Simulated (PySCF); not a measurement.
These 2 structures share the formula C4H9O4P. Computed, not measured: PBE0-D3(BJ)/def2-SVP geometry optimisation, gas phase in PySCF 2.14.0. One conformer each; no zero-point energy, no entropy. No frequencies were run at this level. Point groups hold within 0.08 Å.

Question: Rank from lowest to highest electronic energy at this level (kcal/mol).
A. `[CH3:1][O:2][P@@:3]1(=[O:4])[O:5][CH2:6][C@@H:7]([CH3:8])[O:9]1` with C1–O2–P3–O4 5°, O2–P3–O5–C6 118°, P3–O5–C6–C7 -28°, O5–C6–C7–C8 -86°, C6–C7–O9–P3 -29°
B. `[CH3:1][CH2:2][O:3][P:4]1(=[O:5])[O:6][CH2:7][CH2:8][O:9]1` with C1–C2–O3–P4 84°, C2–O3–P4–O5 -1°, O3–P4–O6–C7 -114°, P4–O6–C7–C8 24°, O6–C7–C8–O9 -34°, C7–C8–O9–P4 30°

Answer: A (0.0), B (1.0).

Neighbours under 2.5 kcal/mol apart (CO[P@@]1(=O)OC[C@@H](C)O1 and CCOP1(=O)OCCO1) can change places with a better method, another conformer or zero-point energy.

```
                   SMILES      E (Eh)  E rel (kcal/mol)  dipole (D)  point group       A, B, C (MHz)
CO[P@@]1(=O)OC[C@@H](C)O1  -799.09445               0.0        3.72           C1    2453, 1200, 1022
           CCOP1(=O)OCCO1  -799.09280               1.0        3.54           C1  2993, 969.4, 958.5
```

Question: How do the relative energies change in single points at PBE0/pcSseg-1 (no added dispersion term) on the same geometries?

Answer: 
```
                   SMILES  PBE0-D3(BJ)/def2-SVP (kcal/mol)  PBE0/pcSseg-1 (kcal/mol)  shift
CO[P@@]1(=O)OC[C@@H](C)O1                              0.0                       0.0    0.0
           CCOP1(=O)OCCO1                              1.0                       0.8   -0.2
```

Each column counts from its own lowest isomer. The order is unchanged; the largest shift is 0.2 kcal/mol.
